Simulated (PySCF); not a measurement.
# MN for M along group 14

MP2 with double-zeta basis sets in PySCF, for the lowest determinant that a PBE0 search found; no spin–orbit coupling. De refers to high-spin ground-configuration atoms.

| M | basis | reference, frozen orbitals | state (unpaired electrons) | Re (Å) | ωe (cm⁻¹) | De (eV) |
| --- | --- | --- | --- | --- | --- | --- |
| C | def2-SVP | ROHF, 2 | doublet (σ ↑) | 1.197 | 1871 | 7.62 |
| Si | def2-SVP | ROHF, 6 | doublet (σ ↑) | 1.604 | 1081 | 3.81 |
| Sn | aug-cc-pVDZ-PP/aug-cc-pVDZ | ROHF, 5 | doublet (π ↑) | 1.999 | 661 | 2.33 |
| Pb | def2-SVP | ROHF, 5 | doublet (π ↑) | 2.106 | 545 | 1.43 |

The shortest bond is that of CN (1.197 Å), the longest that of PbN (2.106 Å). CN is bound most strongly (7.62 eV) and PbN least (1.43 eV).

The rows differ in basis set, which adds steps of its own.

The state changes along the series, so neighbouring rows are not always alike in their bonding.

Correlated steps freeze the inner cores (2 to 6 orbitals); shallow outer-core shells are correlated. Correlated levels converge slowly with the basis: in double zeta they bind strong bonds too weakly, by up to about 1 eV, and carry superposition errors of some tenths. Spin–orbit coupling is left out, which matters for elements this heavy, above all for dissociation energies. States were picked by a PBE0 search and need not be the measured ground states.
